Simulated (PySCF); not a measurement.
Species: C₃H₇BO.
Atom-mapped SMILES: `[BH2:1][C:2](=[CH2:3])[O:4][CH3:5]` (hydrogens: H6, H7 on B1; H8, H9 on C3; H10, H11, H12 on C5)

The calculation used PBE0-D3(BJ)/def2-SVP geometry optimisation, gas phase (PySCF 2.14.0).

Task: What internal coordinates does the optimisation give?

Result: 
| bond | length (pm) | order |
| --- | --- | --- |
| B1–C2 | 154.8 | single |
| C2=C3 | 135.6 | double |
| C2–O4 | 135.6 | single |
| O4–C5 | 140.0 | single |
| B1–H6, B1–H7 | 120.7 | single |
| C3–H8 | 108.9 | single |
| C3–H9 | 109.5 | single |
| C5–H10, C5–H11, C5–H12 | 110.2 | single |

Bonds in one row agree within 1 pm and their mean is given. Orders are formal, as drawn. A selection of angles:
| angle | degrees |
| --- | --- |
| C2–B1–H6 | 123.6 |
| C2–B1–H7 | 117.3 |
| H6–B1–H7 | 119.1 |
| B1–C2–C3 | 117.5 |
| B1–C2–O4 | 125.6 |
| C3–C2–O4 | 116.8 |
| C2–C3–H8 | 119.9 |
| C2–C3–H9 | 121.2 |
| H8–C3–H9 | 118.8 |
| C2–O4–C5 | 118.8 |
| O4–C5–H10 | 106.6 |
| O4–C5–H11 | 112.2 |
| H10–C5–H11 | 108.7 |
| H11–C5–H12 | 108.2 |

Torsions: B1–C2–O4–C5 2° (synperiplanar).

Of the pairs four or more bonds apart, C5···H6 is among the closest relative to their van der Waals radii: 2.76 Å, 95 % of the sum of Bondi's values. O4 (ether oxygen) is bent (angle 118.8°). The 5 heavy atoms lie in one plane (0.007 Å rms). B1 (three-coordinate boron) is planar (angles 123.6°, 119.1° and 117.3°, sum 360.0°, 0.00 Å off the plane of its three neighbours). The C–O distances run from 1.356 Å (C2–O4, drawn single) to 1.400 Å (O4–C5, drawn single), a spread of 0.044 Å.

Not checked by PBE0-D3(BJ)/def2-SVP frequencies. One conformer, not necessarily the lowest.
